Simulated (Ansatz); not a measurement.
`O[SiH2]N[SiH3]`, relaxed with RKS PBE0-D4/def2-TZVP in the Gaussian-basis code of Ansatz from a PBE-D4/def2-SVP geometry. The force threshold is 0.005 eV/Å; the program also tests the step.

The species carries charge 0 and has multiplicity 1.

Start:

```xyz
11

O    -1.842   -1.750    0.155
Si   -0.342   -1.297   -0.453
N     0.500   -0.107    0.515
Si    0.784    1.594    0.188
H    -2.490   -1.028    0.226
H     0.416   -2.588   -0.462
H    -0.448   -0.682   -1.822
H     0.847   -0.452    1.418
H     2.253    1.929    0.121
H     0.142    1.899   -1.135
H     0.180    2.482    1.249
```

Question: How much energy does the relaxation release, and in how many steps? (Best estimate.)

Answer: Computed: 6.92 kJ/mol, in 13 steps, 1 of them rejected.

Question: Which bonds change most? (An estimate is asked.)

Answer: The calculation gave: O1–Si2 from 1.681 to 1.645 Å; Si2–N3 from 1.750 to 1.719 Å; N3–Si4 from 1.755 to 1.727 Å; Si4–H11 from 1.509 to 1.489 Å.

Question: Give the relaxed structure. (Best estimate.)

Answer: Computed: 
```xyz
11

O    -1.801   -1.739    0.112
Si   -0.323   -1.272   -0.439
N     0.448   -0.086    0.539
Si    0.777    1.571    0.182
H    -2.480   -1.065    0.184
H     0.448   -2.536   -0.440
H    -0.416   -0.668   -1.792
H     0.757   -0.406    1.448
H     2.231    1.842    0.014
H     0.072    1.903   -1.082
H     0.285    2.457    1.273
```
